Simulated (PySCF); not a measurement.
Correlation energy of Mo¹⁴⁺ (molybdenum, charge +14)

Starting occupation: [Ar] 3d10. All numbers are calculated (PySCF 2.14, X2C-1e with screened-nucleus spin-orbit coupling, Gaussian nucleus, in an uncontracted even-tempered set (17 s from 1.2 bohr⁻², ratio 2.8; 13 p from 1.5 bohr⁻², ratio 2.8; 8 d from 1.5 bohr⁻², ratio 2.8; 4 f from 8.7 bohr⁻², ratio 3)). Frozen: [Ne]; 18 electrons correlated; the 76 highest virtual spinors left out.

MP2 pair energies summed by pair of shells (mhartree):

| pair | energy | share (%) |
| --- | --- | --- |
| 3d3/2-3d5/2 | -184.02 | 27.3 |
| 3d5/2-3d5/2 | -129.50 | 19.2 |
| 3d5/2-3p3/2 | -68.40 | 10.1 |
| 3d3/2-3d3/2 | -55.74 | 8.3 |
| 3d3/2-3p3/2 | -46.82 | 6.9 |
| 3d5/2-3p1/2 | -35.45 | 5.3 |
| 3d5/2-3s1/2 | -30.78 | 4.6 |
| 3p1/2-3p3/2 | -24.26 | 3.6 |
| 3p3/2-3p3/2 | -23.86 | 3.5 |
| 3d3/2-3p1/2 | -22.49 | 3.3 |
| 3d3/2-3s1/2 | -20.58 | 3.1 |
| 3p3/2-3s1/2 | -15.04 | 2.2 |
| 3p1/2-3s1/2 | -7.66 | 1.1 |
| 3p1/2-3p1/2 | -5.95 | 0.9 |
| 3s1/2-3s1/2 | -4.16 | 0.6 |

Total MP2 correlation energy: -674.71 mhartree.

At this charge the one-electron X2C treatment keeps the bare 1/r₁₂, with no two-electron picture change or Breit term. The effect here is smaller than on the frozen 1s shell.
